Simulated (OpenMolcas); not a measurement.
CH6BNO2 (SMILES OBNCO): methods side by side

The species is CH6BNO2 (11 atoms), meant as a singlet with charge 0. SMILES: `OBNCO`. The coordinates come from a PBE0-D4/def2-TZVP relaxation. This is a higher conformer, about 10 kJ/mol above the lowest found by a separate search.

```
atom    x (Å)    y (Å)    z (Å)
   O  -0.3653   1.8673   0.5240
   B  -0.1510   0.7763   1.3107
   N   0.0413  -0.5145   0.7616
   C  -0.0745  -0.8271  -0.6213
   O   0.8335  -0.0164  -1.3606
   H  -0.1459   1.6847  -0.3973
   H  -0.1355   0.9159   2.4996
   H   0.3440  -1.2657   1.3548
   H  -1.0958  -0.6290  -0.9783
   H   0.1421  -1.8900  -0.7746
   H   0.6727  -0.1585  -2.2982
```

Quantity: the dipole moment, in D. The values are calculated.

```tsv
level	kind	program	value (D)	CPU time
HF/def2-SVP	Hartree–Fock	OpenMolcas	4.17	16 s
SVWN5/def2-SVP	LDA	OpenMolcas	4.09	40 s
revPBE/def2-SVP	GGA	OpenMolcas	3.91	55 s
TPSS/def2-SVP	meta-GGA	OpenMolcas	3.96	71 s
r2SCAN/def2-SVP	meta-GGA	OpenMolcas	4.01	66 s
B3LYP/def2-SVP	global hybrid	OpenMolcas	3.99	61 s
BHLYP/def2-SVP	global hybrid	OpenMolcas	4.07	59 s
PBE0/def2-SVP	global hybrid	OpenMolcas	4.04	58 s
```

The values span 3.91 to 4.17 D. Magnitudes only. Times are those of the runs behind each value, whatever else they computed, on shared processors of several kinds: orders of magnitude only.
